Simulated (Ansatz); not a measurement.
Potential energy curve for AsH, triplet.

Computed with: ROCCSD = CCSD on ROHF/cc-pVDZ, cores with 3d frozen in Ansatz (a first-principles code); UMP2 = MP2 on UHF/cc-pVDZ, cores with 3d frozen (Ansatz); ROCCSD(T) = Ansatz with CCSD(T) on ROHF/cc-pVDZ, cores with 3d frozen.

Energies are in eV, each relative to the lowest point of its own curve near equilibrium.

| R / Å | ROCCSD | UMP2 | ROCCSD(T) |
|---|---|---|---|
| 1.15 | 2.528 | 2.486 | 2.537 |
| 1.22 | 1.497 | 1.460 | 1.504 |
| 1.30 | 0.731 | 0.701 | 0.737 |
| 1.36 | 0.371 | 0.347 | 0.376 |
| 1.44 | 0.100 | 0.086 | 0.102 |
| 1.47 | 0.046 | 0.037 | 0.048 |
| 1.53 | 0.000 | 0.000 | 0.000 |
| 1.60 | 0.027 | 0.039 | 0.025 |
| 1.62 | 0.047 | 0.063 | 0.044 |
| 1.69 | 0.152 | 0.182 | 0.146 |
| 1.76 | 0.296 | 0.343 | 0.286 |
| 1.91 | 0.678 | 0.791 | 0.658 |
| 2.08 | 1.146 | 1.382 | 1.110 |
| 2.29 | 1.675 | 1.863 | 1.613 |
| 2.54 | — | 2.142 | — |
| 2.73 | — | 2.245 | — |
| 3.05 | — | 2.326 | — |
| 3.37 | — | 2.357 | — |
| 3.79 | — | 2.373 | — |
| 4.16 | — | 2.378 | — |
| 4.57 | — | 2.380 | — |
| 5.34 | — | 2.381 | — |
| 6.12 | — | 2.382 | — |

Dashes: no converged value, or the column stops at the first point that the program doubted or that broke a chosen test of continuity, which isn't proof of a fault.

The T1 diagnostic of CCSD on the restricted reference of ROCCSD, ROCCSD(T) exceeds 0.045 at 2.29 to 2.73 Å. The unrestricted determinant behind UMP2 is spin-contaminated at 2.08 to 6.12 Å (<S²> up to 3.0, against 2.00 for a pure triplet).
